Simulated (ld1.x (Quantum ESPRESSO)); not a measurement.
# Debugging a pseudopotential input (silicon (Si), ld1.x (Quantum ESPRESSO) 7.5)

Command:

```bash
ld1.x < Si.in > Si.out
```

Input:

```
&input
   title='Si', zed=14., rel=0, dft='BLYP', iswitch=3, xmin=-12.0,
   config='[Ne] 3s2 3p2 3d-2',
   nld=3, rlderiv=1.95, eminld=-3.0, emaxld=5.0, deld=0.02
 /
 &inputp
   pseudotype=2, tm=.true., lloc=2,
   nlcc=.true., new_core_ps=.true., rcore=1.15,
   file_pseudopw='Si.UPF', file_wfcaegen='ae.wfc', file_wfcncgen='nc.wfc', file_beta='beta', file_chi='chi'
 /
3
3S  1  0   2.00   0.00  1.80  1.80  0.0
3P  2  1   2.00   0.00  1.35  1.35  0.0
3D  3  2  -2.00   0.45  1.50  1.50  0.0
 &test
   configts(1)='3s2 3p2'
 /
```

This is an input that runs to its end, with one change: mesh start xmin=-12.0.

Problem. How does the run end?

Solution. The program runs through. The occupied levels of the test differ from the all-electron ones by at most 0.00000 Ry (unchanged input: 0.00000 Ry).

```

     Etot =    -578.730806 Ry,    -289.365403 Ha,   -7874.033754 eV
     Etotps =   -13.798599 Ry,      -6.899299 Ha,    -187.739498 eV

     Ekin =       2.650132 Ry,       1.325066 Ha,      36.056888 eV
     Encl =     -15.813332 Ry,      -7.906666 Ha,    -215.151342 eV
     Ehrt =       5.857702 Ry,       2.928851 Ha,      79.698092 eV
     Ecxc =      -8.473563 Ry,      -4.236781 Ha,    -115.288694 eV
     (Ecc =      -6.246156 Ry,      -3.123078 Ha,     -84.983284 eV)
     Epseu=       1.980462 Ry,       0.990231 Ha,      26.945559 eV

     ---------------------- End of pseudopotential test ----------------------
```
